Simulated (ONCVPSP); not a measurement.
# Al, ONCV: configuration errors across variants

Al, optimised norm-conserving Vanderbilt (ONCV), made with ONCVPSP 4.0.1 (PBE, scalar-relativistic). Core [Ne], reference 3s1.75 3p1.25. Waves: 3s: rc 2.20 bohr, ncon 4, nbas 8, qcut 3.1 1/bohr, 2 projectors, debl 0.7 Ha; 3p: rc 2.05 bohr, ncon 5, nbas 9, qcut 3.7 1/bohr, 2 projectors, debl 0.4 Ha; d scattering state at 0.46 Ha: rc 2.05 bohr, ncon 4, nbas 8, qcut 4.5 1/bohr, 2 projectors, debl 1.6 Ha. Local part: polynomial inside 1.60 bohr (lpopt 4, dvloc0 4 Ha). Core correction: none.

All-electron excitation energies from the reference (eV): (1) 3s2 3p1 -1.267; (2) 3s2 3p0 4.495; (3) 3s1 3p0 23.720; (4) 3s2 3p0.5 0.819.

2 further variants failed, have other tests or another functional or relativity, and are left out.

A true bound ghost makes a file unfit for plane-wave use even where its test errors are small: the radial tests pick states by their node count and pass the ghost by.

Errors AE − PS in meV (a dash: test not solved or not reliable):

| change | (1) | (2) | (3) | (4) | bound ghosts | GHOST(+) flags above zero |
| --- | --- | --- | --- | --- | --- | --- |
| base | +0.3 | -2.8 | +8.2 | -0.2 | p | none |
| local potential polynomial inside 1.60 bohr (lpopt 4, dvloc0 4.5 Ha) | +0.3 | -2.9 | +8.1 | -0.2 | none | p |
| d: nproj 3 | +0.3 | -2.8 | +8.2 | -0.2 | p | none |
| p: qcut 3.2 | +0.3 | -2.9 | +8.1 | -0.2 | p | none |
| local potential polynomial inside 1.30 bohr (lpopt 5, dvloc0 2 Ha) | +0.3 | -2.8 | +8.2 | -0.2 | none | s, p |
| all radii scaled by about 1.22 (s 2.70, p 2.50, d 2.50 bohr); local potential polynomial inside 1.96 bohr (lpopt 4, dvloc0 4 Ha) | -0.1 | -3.0 | -0.9 | -0.7 | none | none |
| d: rc 2.7 | +0.3 | -2.8 | +8.2 | -0.2 | p | none |

Q: Give the same row for: s: debl 4.7.

A: +0.3, -2.4, +10, -0.1; bound ghosts: p; GHOST(+) flags above zero: none.
